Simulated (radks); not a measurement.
Q: Tl5+, 76 electrons, occupied as [Xe] 4f14 5d8. Method: Dirac Kohn-Sham, PBE, spin-unpolarised, spherical densities, finite nucleus; open shells fill j = l - 1/2 first; Fermi nuclear charge, rms radius 5.4759 fm; computed with a radial shooting solver on a logarithmic mesh with Libxc functionals. Some entries of the table are withheld. Estimate them.

orbital,occ.,eigenvalue (eV),<1/r> (bohr^-1)
1s1/2,2,-85497.71,99.36
2s1/2,2,-15264.27,24.52
2p1/2,2,-14660.31,24.49
2p3/2,4,-12594.88,19.69
3s1/2,2,-3692.223,8.998
3p1/2,2,-3418.609,8.913
3p3/2,4,-2959.418,7.659
3d3/2,4,-2505.977,7.558
3d5/2,6,-2407.898,7.276
4s1/2,2,-873.9805,3.817
4p1/2,2,-755.8445,(1)
4p3/2,4,-644.1819,(2)
4d3/2,4,-450.9111,(3)
4d5/2,6,-430.0690,(4)
5s1/2,2,-193.8884,1.580
4f5/2,6,-180.5636,2.627
4f7/2,8,-175.9548,2.589
5p1/2,2,(5),1.461
5p3/2,4,(6),1.306
5d3/2,4,-76.8616,1.050
5d5/2,4,-74.2382,1.017

A: 
(1) 4p1/2 <1/r> (bohr^-1): 3.708
(2) 4p3/2 <1/r> (bohr^-1): 3.274
(3) 4d3/2 <1/r> (bohr^-1): 3.076
(4) 4d5/2 <1/r> (bohr^-1): 2.977
(5) 5p1/2 eigenvalue (eV): -153.8824
(6) 5p3/2 eigenvalue (eV): -133.1176
